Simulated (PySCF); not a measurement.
**Electron correlation in Sr (strontium, neutral)**

[Kr] 5s1 5p1, high-spin 3P determinant (an excited configuration). Calculation: PySCF 2.14, in def2-TZVPPD with the def2 core potential (28 electrons) (6s4p3d1f, 40 functions); scalar relativity through the core potential. Frozen: nothing; 10 electrons correlated.

```csv
level,correlation energy (mhartree)
CCSD,-194.13
(T),-4.56
CCSD(T),-198.69
```

Diagnostics: T1 = 0.015, D1 = 0.0670, largest double amplitude 0.067.

Cost of the coupled-cluster step: of the order of 4 core-seconds, for 10 correlated electrons.

Iterations:

```
CC2 = 0
CCSD nocc = (np.int64(6), np.int64(4)), nmo = (40, 40)
frozen orbitals [[], []]
max_cycle = 100
direct = 0
conv_tol = 1e-08
conv_tol_normt = 1e-06
diis_space = 8
diis_start_cycle = 0
Init t2, MP2 energy = -0.179505817623974
Init E_corr(UCCSD) = -0.179505817626541
cycle = 1  E_corr(UCCSD) = -0.190211109827636  dE = -0.0107052922  norm(t1,t2) = 0.0447682
cycle = 2  E_corr(UCCSD) = -0.192891384965614  dE = -0.00268027514  norm(t1,t2) = 0.0210111
cycle = 3  E_corr(UCCSD) = -0.194351231894269  dE = -0.00145984693  norm(t1,t2) = 0.0127625
cycle = 4  E_corr(UCCSD) = -0.194016232424773  dE = 0.000334999469  norm(t1,t2) = 0.00413405
cycle = 5  E_corr(UCCSD) = -0.194100043049228  dE = -8.38106245e-05  norm(t1,t2) = 0.00147654
cycle = 6  E_corr(UCCSD) = -0.194133460489106  dE = -3.34174399e-05  norm(t1,t2) = 0.000297974
cycle = 7  E_corr(UCCSD) = -0.19412865124676  dE = 4.80924235e-06  norm(t1,t2) = 8.41223e-05
cycle = 8  E_corr(UCCSD) = -0.19412841020321  dE = 2.4104355e-07  norm(t1,t2) = 2.17099e-05
cycle = 9  E_corr(UCCSD) = -0.194128538053403  dE = -1.27850193e-07  norm(t1,t2) = 4.61322e-06
cycle = 10  E_corr(UCCSD) = -0.194128529024036  dE = 9.02936723e-09  norm(t1,t2) = 1.37229e-06
cycle = 11  E_corr(UCCSD) = -0.194128522066425  dE = 6.95761038e-09  norm(t1,t2) = 7.37369e-07
UCCSD converged
E(UCCSD) = -30.50504678910549  E_corr = -0.1941285220664252
UCCSD(T) correction = -0.00456054218696133
```

The basis has no tight functions for the innermost shells, so their pair energies are far from complete.

This basis was not built for core-valence correlation, so the inner-shell part is incomplete.
